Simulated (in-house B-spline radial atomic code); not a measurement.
Whole-atom quantities along the 43-electron series, configuration [Kr] 4d7. Computed with an all-electron radial atomic-structure program (B-spline basis): non-relativistic Hartree-Fock, average of the configuration, point nuclei.

This level leaves out relativity, spin-orbit splitting included, which matters for heavy ions.

```json
{"ion": "Ru+", "Z": "44", "E/Z² (Eh)": "-2.294", "Σ<r²> (bohr²)": "36.841", "n(0)/Z³ (bohr⁻³)": "0.69884", "Lamb diamagnetic shielding (ppm)": "4263.31", "repulsion over attraction": "0.15949"}
{"ion": "Rh2+", "Z": "45", "E/Z² (Eh)": "-2.3136", "Σ<r²> (bohr²)": "30.505", "n(0)/Z³ (bohr⁻³)": "0.69967", "Lamb diamagnetic shielding (ppm)": "4389.01", "repulsion over attraction": "0.15789"}
{"ion": "Pd3+", "Z": "46", "E/Z² (Eh)": "-2.3326", "Σ<r²> (bohr²)": "26.226", "n(0)/Z³ (bohr⁻³)": "0.70048", "Lamb diamagnetic shielding (ppm)": "4514.15", "repulsion over attraction": "0.15616"}
{"ion": "Ag4+", "Z": "47", "E/Z² (Eh)": "-2.3511", "Σ<r²> (bohr²)": "23.039", "n(0)/Z³ (bohr⁻³)": "0.70127", "Lamb diamagnetic shielding (ppm)": "4638.91", "repulsion over attraction": "0.15435"}
{"ion": "Cd5+", "Z": "48", "E/Z² (Eh)": "-2.3691", "Σ<r²> (bohr²)": "20.533", "n(0)/Z³ (bohr⁻³)": "0.70204", "Lamb diamagnetic shielding (ppm)": "4763.42", "repulsion over attraction": "0.15248"}
{"ion": "In6+", "Z": "49", "E/Z² (Eh)": "-2.3866", "Σ<r²> (bohr²)": "18.494", "n(0)/Z³ (bohr⁻³)": "0.70278", "Lamb diamagnetic shielding (ppm)": "4887.73", "repulsion over attraction": "0.1506"}
{"ion": "Sn7+", "Z": "50", "E/Z² (Eh)": "-2.4037", "Σ<r²> (bohr²)": "16.794", "n(0)/Z³ (bohr⁻³)": "0.70351", "Lamb diamagnetic shielding (ppm)": "5011.89", "repulsion over attraction": "0.1487"}
{"ion": "Sb8+", "Z": "51", "E/Z² (Eh)": "-2.4202", "Σ<r²> (bohr²)": "15.351", "n(0)/Z³ (bohr⁻³)": "0.70421", "Lamb diamagnetic shielding (ppm)": "5135.93", "repulsion over attraction": "0.14681"}
{"ion": "Te9+", "Z": "52", "E/Z² (Eh)": "-2.4363", "Σ<r²> (bohr²)": "14.109", "n(0)/Z³ (bohr⁻³)": "0.7049", "Lamb diamagnetic shielding (ppm)": "5259.87", "repulsion over attraction": "0.14493"}
{"ion": "I10+", "Z": "53", "E/Z² (Eh)": "-2.452", "Σ<r²> (bohr²)": "13.029", "n(0)/Z³ (bohr⁻³)": "0.70557", "Lamb diamagnetic shielding (ppm)": "5383.72", "repulsion over attraction": "0.14306"}
{"ion": "Xe11+", "Z": "54", "E/Z² (Eh)": "-2.4672", "Σ<r²> (bohr²)": "12.081", "n(0)/Z³ (bohr⁻³)": "0.70622", "Lamb diamagnetic shielding (ppm)": "5507.5", "repulsion over attraction": "0.14121"}
{"ion": "Cs12+", "Z": "55", "E/Z² (Eh)": "-2.482", "Σ<r²> (bohr²)": "11.241", "n(0)/Z³ (bohr⁻³)": "0.70685", "Lamb diamagnetic shielding (ppm)": "5631.22", "repulsion over attraction": "0.13938"}
{"ion": "Ba13+", "Z": "56", "E/Z² (Eh)": "-2.4965", "Σ<r²> (bohr²)": "10.494", "n(0)/Z³ (bohr⁻³)": "0.70747", "Lamb diamagnetic shielding (ppm)": "5754.89", "repulsion over attraction": "0.13759"}
{"ion": "La14+", "Z": "57", "E/Z² (Eh)": "-2.5105", "Σ<r²> (bohr²)": "9.8241", "n(0)/Z³ (bohr⁻³)": "0.70806", "Lamb diamagnetic shielding (ppm)": "5878.51", "repulsion over attraction": "0.13581"}
{"ion": "Ce15+", "Z": "58", "E/Z² (Eh)": "-2.5242", "Σ<r²> (bohr²)": "9.2208", "n(0)/Z³ (bohr⁻³)": "0.70865", "Lamb diamagnetic shielding (ppm)": "6002.09", "repulsion over attraction": "0.13407"}
{"ion": "Pr16+", "Z": "59", "E/Z² (Eh)": "-2.5375", "Σ<r²> (bohr²)": "8.675", "n(0)/Z³ (bohr⁻³)": "0.70921", "Lamb diamagnetic shielding (ppm)": "6125.64", "repulsion over attraction": "0.13236"}
{"ion": "Nd17+", "Z": "60", "E/Z² (Eh)": "-2.5504", "Σ<r²> (bohr²)": "8.179", "n(0)/Z³ (bohr⁻³)": "0.70977", "Lamb diamagnetic shielding (ppm)": "6249.15", "repulsion over attraction": "0.13068"}
{"ion": "Pm18+", "Z": "61", "E/Z² (Eh)": "-2.563", "Σ<r²> (bohr²)": "7.7268", "n(0)/Z³ (bohr⁻³)": "0.71031", "Lamb diamagnetic shielding (ppm)": "6372.64", "repulsion over attraction": "0.12903"}
{"ion": "Sm19+", "Z": "62", "E/Z² (Eh)": "-2.5753", "Σ<r²> (bohr²)": "7.3129", "n(0)/Z³ (bohr⁻³)": "0.71083", "Lamb diamagnetic shielding (ppm)": "6496.1", "repulsion over attraction": "0.12741"}
{"ion": "Eu20+", "Z": "63", "E/Z² (Eh)": "-2.5873", "Σ<r²> (bohr²)": "6.9331", "n(0)/Z³ (bohr⁻³)": "0.71134", "Lamb diamagnetic shielding (ppm)": "6619.54", "repulsion over attraction": "0.12583"}
{"ion": "Gd21+", "Z": "64", "E/Z² (Eh)": "-2.599", "Σ<r²> (bohr²)": "6.5834", "n(0)/Z³ (bohr⁻³)": "0.71184", "Lamb diamagnetic shielding (ppm)": "6742.95", "repulsion over attraction": "0.12427"}
```

Question: With what power of Z does the column «Σ<r²> (bohr²)» change over this range?

Answer: A fit of the logarithm of its size against log Z from Z = 44 to 64 has slope -4.35. Unscreened non-relativistic hydrogenic orbitals would give -2.
